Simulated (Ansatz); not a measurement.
Ansatz (a quantum-chemistry and plane-wave program) input:

Ansatz 0.2 input:
```yaml
crystal:
  periodic: [false, false, false]
  atoms:
    - {symbol: C, position_ang: [-1.80766745, -0.12541184, 0.05783242]}
    - {symbol: C, position_ang: [-0.64325662, -1.09471643, 0.03534137]}
    - {symbol: C, position_ang: [0.66971766, -0.81910144, -0.00925837]}
    - {symbol: C, position_ang: [1.11178125, 0.50812232, -0.04162774]}
    - {symbol: N, position_ang: [1.62036726, 1.56467281, -0.07225544]}
    - {symbol: H, position_ang: [-1.45419284, 0.90727546, 0.03235136]}
    - {symbol: H, position_ang: [-2.48054554, -0.27739282, -0.79844251]}
    - {symbol: H, position_ang: [-2.42606234, -0.25270018, 0.95808535]}
    - {symbol: H, position_ang: [-0.96521916, -2.14324777, 0.06006774]}
basis:
  gaussian:
    orbitals: 6-31G*
hamiltonian:
  xc: {name: PBE0}
total_charge: -1
```

Q: Which total energy does the run end on?

A: -209.26647 Eh (PBE0/6-31G*).

It need not be the lowest isomer of its formula. Whether it binds its extra electron was not tested at this geometry.
